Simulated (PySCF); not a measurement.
**`C(=C)B1CCCCC1`, C$_{7}$H$_{13}$B**

Molfile (atoms numbered from 1):
```
C7H13B
     RDKit          3D

 21 21  0  0  0  0  0  0  0  0999 V2000
    3.1992   -0.6247   -0.4702 C   0  0  0  0  0  0  0  0  0  0  0  0
    2.2594    0.2990   -0.6627 C   0  0  0  0  0  0  0  0  0  0  0  0
    0.7793    0.1987   -0.1926 B   0  0  0  0  0  0  0  0  0  0  0  0
   -0.1795    1.4403   -0.3793 C   0  0  0  0  0  0  0  0  0  0  0  0
   -1.6695    1.0856   -0.4289 C   0  0  0  0  0  0  0  0  0  0  0  0
   -2.0389    0.0848    0.6613 C   0  0  0  0  0  0  0  0  0  0  0  0
   -1.3021   -1.2360    0.4614 C   0  0  0  0  0  0  0  0  0  0  0  0
    0.2166   -1.0603    0.5769 C   0  0  0  0  0  0  0  0  0  0  0  0
    4.2169   -0.5053   -0.8120 H   0  0  0  0  0  0  0  0  0  0  0  0
    2.9888   -1.5470    0.0478 H   0  0  0  0  0  0  0  0  0  0  0  0
    2.5638    1.1979   -1.1917 H   0  0  0  0  0  0  0  0  0  0  0  0
    0.0759    2.0515   -1.2485 H   0  0  0  0  0  0  0  0  0  0  0  0
   -0.0118    2.0878    0.4903 H   0  0  0  0  0  0  0  0  0  0  0  0
   -1.8990    0.6467   -1.4030 H   0  0  0  0  0  0  0  0  0  0  0  0
   -2.2780    1.9881   -0.3241 H   0  0  0  0  0  0  0  0  0  0  0  0
   -3.1169   -0.0939    0.6422 H   0  0  0  0  0  0  0  0  0  0  0  0
   -1.7848    0.5004    1.6393 H   0  0  0  0  0  0  0  0  0  0  0  0
   -1.6526   -1.9679    1.1942 H   0  0  0  0  0  0  0  0  0  0  0  0
   -1.5411   -1.6258   -0.5311 H   0  0  0  0  0  0  0  0  0  0  0  0
    0.7027   -1.9965    0.2957 H   0  0  0  0  0  0  0  0  0  0  0  0
    0.4627   -0.9065    1.6344 H   0  0  0  0  0  0  0  0  0  0  0  0
  1  2  2  0
  2  3  1  0
  3  4  1  0
  4  5  1  0
  5  6  1  0
  6  7  1  0
  7  8  1  0
  8  3  1  0
  1  9  1  0
  1 10  1  0
  2 11  1  0
  4 12  1  0
  4 13  1  0
  5 14  1  0
  5 15  1  0
  6 16  1  0
  6 17  1  0
  7 18  1  0
  7 19  1  0
  8 20  1  0
  8 21  1  0
M  END
```

Computed, not measured: GIAO PBE/pcSseg-1 magnetisability, rotational g tensor and spin-rotation constants, non-relativistic, gas phase in PySCF. Geometry: GFN2-xTB.

**Question.** What are the magnetisability and the molar susceptibility?

**Answer.** Isotropic -1243 × 10⁻³⁰ J/T², or -74.9 × 10⁻⁶ cm³/mol; principal values -1450, -1157, -1123 × 10⁻³⁰ J/T², anisotropy 311 × 10⁻³⁰ J/T² (root of half the summed squared differences of the principal values). The susceptibility is in cgs units.

**Question.** Split it along the inertial axes a, b, c into diamagnetic and paramagnetic parts about the centre of mass, with the quadrupole moment.

**Answer.** 
```
axis  χ (10⁻⁶ cm³/mol)  diamagnetic (10⁻⁶ cm³/mol)  paramagnetic (10⁻⁶ cm³/mol)  summed x² of all electrons (Å²)  quadrupole Θ (D Å)
   a             -70.6                      -453.7                        383.1                            225.5               +1.70
   b             -67.8                     -1048.0                        980.2                             85.4               -0.55
   c             -86.2                     -1318.8                       1232.5                             21.6               -1.15
```
Anisotropies 2χaa − χbb − χcc = +12.7 and 2χbb − χaa − χcc = +21.3 × 10⁻⁶ cm³/mol. Θ is traceless in Buckingham's convention.

**Question.** And the rotational g tensor?

**Answer.** 
```csv
axis,rotational constant (GHz),g,nuclear part,electronic part
a,3.8624,-0.0382,0.6570,-0.6951
b,1.3292,-0.0141,0.5980,-0.6121
c,1.0400,-0.0018,0.6004,-0.6022
```
Asymmetric top; isotopes 11B, 12C, 1H; no vibrational averaging.
